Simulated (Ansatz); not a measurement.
CH4SSi, SMILES `C[Si]S` (excited triplet; C–Si–S–H torsion 92°) (charge 0, multiplicity 3). This triplet is an excited state, 1.52 eV above the relaxed singlet at the level frozen-core CCSD(T)/cc-pVTZ // B3LYP-D3(BJ)/def2-TZVP (Ansatz, a first-principles code).

All values below come from PBE/cc-pVTZ // B3LYP-D3(BJ)/def2-TZVP (Ansatz).

Ansatz 0.2 input:
```yaml
crystal:
  periodic: [false, false, false]
  atoms:
    - { symbol: C, position_ang: [-1.1283, 0.134768, 0.132304] }
    - { symbol: Si, position_ang: [0.412973, -0.753587, 0.818806] }
    - { symbol: S, position_ang: [2.214622, -0.696346, -0.32687] }
    - { symbol: H, position_ang: [-1.979751, -0.064922, 0.783332] }
    - { symbol: H, position_ang: [-1.350804, -0.235552, -0.869353] }
    - { symbol: H, position_ang: [-0.953858, 1.211124, 0.09419] }
    - { symbol: H, position_ang: [2.78512, 0.404516, 0.20761] }
basis:
  gaussian: { orbitals: cc-pVTZ }
hamiltonian:
  xc: pbe
magnetization:
  spin_polarized: true
  initial_magnetization: 2
```

Output:

```
Functional definition: PBE
947 factors; their error is unknown
mean field evaluation 1: about -19795.6493 eV, gradient 4.3e1 eV
mean field evaluation 2: about -19775.1616 eV, gradient 6.5e1 eV
mean field evaluation 4: about -19804.2434 eV, gradient 7.9e0 eV
mean field evaluation 8: about -19804.6289 eV, gradient 1.6e-1 eV
mean field evaluation 16: about -19804.5871 eV, gradient 3.4e-4 eV
mean field -19804.58707404 eV, -727.8051509398 hartree, gradient 1.9e-5 eV, S^2 2.003379; 0 other end points of the search recorded, 0 dependent functions left out
reference -19804.58711093 eV, -727.8051522956 hartree; 21, 19 occupied and 133, 135 virtual orbitals, 947 factors
Total energy: -19804.58711093 eV, -727.8051522956 hartree
```
